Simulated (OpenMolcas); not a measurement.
Ni III: effect of the active space

| Property | Result |
| --- | --- |
| Program | OpenMolcas |
| Method | CASSCF |
| Basis | ANO-R2 |
| Scalar Hamiltonian | X2C, finite nucleus |
| Spin-orbit coupling | state interaction with AMFI integrals over the reference wave functions, term energies averaged over their components |

A. 8 electrons in 5 orbitals (3d); 2S+1 = 3 even, 10 roots; 2S+1 = 1 even, 15 roots; cost about 7 core-seconds
B. 8 electrons in 6 orbitals (3d 4s); 2S+1 = 3 even, 55 roots; 2S+1 = 5 even, 10 roots kept (CI in the orbitals of an earlier block); 2S+1 = 1 even, 50 roots kept (CI in the orbitals of an earlier block); cost roughly 80 core-seconds
C. 8 electrons in 10 orbitals (3d 4d); 2S+1 = 3 even, 10 roots; 2S+1 = 1 even, 15 roots; cost about 120 core-seconds

Energies in cm-1 above 3d8 3F4, the measured ground level; measured values from Corliss and Sugar, J. Phys. Chem. Ref. Data 10, 197 (1981).

| Level | A | B | C | Measured |
| --- | --- | --- | --- | --- |
| 3d8 3F4 | 0.0 | 0.0 | 0.0 | 0.0 |
| 3d8 3F3 | 1358 | 1450 | 1350 | 1361 |
| 3d8 3F2 | 2292 | 2447 | 2274 | 2270 |
| 3d8 1D2 | 17143 | 18127 | 16807 | 14032 |
| 3d8 3P2 | 20766 | 21884 | 19845 | 16662 |
| 3d8 3P1 | 21156 | 22289 | 20162 | 16978 |
| 3d8 3P0 | 21428 | 22579 | 20431 | 17231 |
| 3d8 1G4 | 26577 | 28096 | 25792 | 23109 |
| 3d8 1S0 | 64022 | 67697 | 61394 | 52532 |

Deviations, from unrounded energies. A percentage is the sum of absolute deviations over the sum of measured energies, with the sign that they share, or ± where signs differ.

```
                        Against measurement  Levels      A      B      C
             mean absolute deviation (cm-1)       8   3800   5000   3000
      fine structure of the ground term (%)       2   ±0.7   +7.3   ±0.4
other terms of the ground configuration (%)       6  +21.7  +28.6  +17.0
```

C lies closest to measurement on these levels and B furthest from it. The largest miss of C in the table is 3d8 1S0, by +8900 cm-1. The ranking rests on the paired levels alone, and a cruder setting can come out closer through cancelling errors.

Among A to C the level of the table that moves most is 3d8 1S0, by 6300 cm-1 (lowest in C, highest in B).

Without dynamic correlation excited terms often stand tens of per cent too high (terms of higher spin than the ground term too low), and those without a measured partner can miss by more than the paired ones. Some levels mix across a computed gap that differs much from the measured one, so their mixing is not that of the real levels (holds for A; B). Terms from blocks run as CI alone lack orbitals of their own (holds for B). Active for correlation alone: 4d; no level in the range computed is led by a configuration that fills it, so any true level of that kind is missing (holds for C). Computed and measured levels are paired by configuration, term and J; levels that our copy of the source lacks, or whose pairing is in doubt (as where it misses far off the trend of its configuration), stay unpaired and out of the deviations. Only configurations of the active space appear. Levels that lie high or do not pair safely by name in every column are left out.
